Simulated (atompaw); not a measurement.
**C: PAW (atompaw) pseudisation with PBE, scalar-relativistic reference atom.**

atompaw 4.2.0.5 input, output lines left out:

```
C 6
GGA-PBE scalarrelativistic loggrid 1500 logderivrange -3 5 201
2 2 0 0 0 0
2 1 2
0 0 0
c
v
v
1
3.00 2.20 2.45 2.70
y
2.2
n
y
2.4
n
custom rrkj gramschmidtortho sinc
2 0 troulliermartins
1.15
3.00
3.00
3.00
```

All-electron outer shells of the reference configuration (PBE, scalar-relativistic, ld1.x):

| shell | level (eV) | outermost node (bohr) | outermost maximum (bohr) |
| --- | --- | --- | --- |
| 1s | -273.38 | – | 0.17 |
| 2s | -13.75 | 0.38 | 1.22 |
| 2p | -5.29 | – | 1.20 |

Results:

```
Cutoffs needed                                           : 15 Ry and 30 Ry (the cutoffs (Ry, on a coarse ladder) from which the occupation-weighted sum of valence levels, in a spherical-Bessel basis at the reference potential, stays within 10 and 1 mRy of its value at 400 Ry)
Ghost test                                               : no extra level below or beside the all-electron valence levels (s, p, d, f tested) (spherical-Bessel basis up to 400 Ry, 20 bohr box)
Lowest eigenvalue of the overlap operator                : 0.67 (s channel)
Overlap eigenvalues printed by atompaw (projector basis) : 0.326, 1.36, 14.5, 91.8
Share of each valence orbital outside the PAW sphere     : 2s 4 %, 2p 12 %
```

Generation and tests took about 1.3 s on one core of a shared server CPU.
